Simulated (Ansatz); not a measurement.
`BCB[SiH2]F` + HCl → `BCBCl` + `F[SiH3]` at 298.15 K and 1 bar (cleavage of the B–Si bond).

Gas-phase electronic energies from Ansatz, PBE0-D4/def2-TZVP geometries. CCSD(T)/CBS is the MP2 limit (def2-TZVPP, def2-QZVPP) plus CCSD(T) − MP2 in def2-TZVPP, frozen cores. This one scheme is used for every species. One conformer a species, not always the lowest.

```tsv
species	CCSD(T)/CBS energy (Eh)	H − E (kJ/mol)	S (J/(mol·K))
`BCB[SiH2]F`	-480.74436	231.4	366.6
HCl	-460.38127	26.6	186.8
`BCBCl`	-550.44841	178.2	316.1
`F[SiH3]`	-390.72345	82.7	238.5
```

H − E and S are ideal-gas, rigid-rotor, harmonic terms from PBE0-D4/def2-TZVP, for one conformer and one mirror image of each species. 1 Eh = 2625.50 kJ/mol, R = 8.31446 J/(mol·K).

Problem. By hand: ΔE, ΔH, ΔS and ΔG.

Solution. ΔE = (-550.44841) + (-390.72345) − (-480.74436) − (-460.38127) = -0.04623 Eh = -121.4 kJ/mol. Δ(H − E) = 178.2 + 82.7 − 231.4 − 26.6 = 2.9, so ΔH = -118.5 kJ/mol. ΔS = 316.1 + 238.5 − 366.6 − 186.8 = 1.2 J/(mol·K). ΔG = -118.5 − 298.15 × (1.2)/1000 = -118.9 kJ/mol.

Problem. By hand: the equilibrium constant, and the temperature at which ΔG would vanish if ΔH and ΔS stayed fixed.

Solution. log₁₀ K = −ΔG/(RT ln 10) = 20.8. ΔH and −TΔS have one sign here, so there is no such temperature.

The number of gas molecules stays the same, so ΔS is small and ΔH decides. A doubt of 5 kJ/mol in ΔE shifts log₁₀ K by 0.9 here. Other conformers and mirror images would add mixing entropy, several J/(mol·K) or more a flexible species. Modes under 60 cm⁻¹, often nearly free rotors, make the harmonic entropy too high. These are equilibria of isolated gas molecules and say nothing of rates. Largest T1 diagnostic: 0.013 (customary marks: 0.02 for closed shells, 0.045 for open ones).

ΔS is within the doubt of such terms, so its sign, and with it that verdict, could turn.
